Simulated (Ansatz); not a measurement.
# SnH2Cl2 (SMILES [Cl][SnH2][Cl]): name the method

The species is SnH2Cl2 (5 atoms), meant as a singlet with charge 0. As SMILES, `[Cl][SnH2][Cl]`. Geometry: relaxed at PBE0-D4/def2-TZVP.

```jsonl
{"atom": "Cl", "x (Å)": "-1.7953", "y (Å)": "-0.3262", "z (Å)": "1.2065"}
{"atom": "Sn", "x (Å)": "0.1924", "y (Å)": "-0.1029", "z (Å)": "0.0386"}
{"atom": "Cl", "x (Å)": "-0.2504", "y (Å)": "1.2955", "z (Å)": "-1.7539"}
{"atom": "H", "x (Å)": "0.6022", "y (Å)": "-1.6263", "z (Å)": "-0.5821"}
{"atom": "H", "x (Å)": "1.3010", "y (Å)": "0.6863", "z (Å)": "1.0494"}
```

A calculation with Ansatz 0.2.0 gave:

```yaml
total_energy: -1135.6187 Eh
HOMO_energy: -7.52 eV
LUMO_energy: -2.44 eV
HOMO–LUMO_gap: 5.08 eV
```

Which of these levels gave the numbers?
A. wB97X/def2-SVPD (core potential)
B. SVWN5/def2-SVPD (core potential)
C. B2PLYP/def2-SVPD (core potential)
D. BLYP/def2-SVPD (core potential)

D. The others give -1132.3714 Eh (SVWN5/def2-SVPD (core potential)), -1135.1287 Eh (B2PLYP/def2-SVPD (core potential)), -1135.7340 Eh (wB97X/def2-SVPD (core potential)).
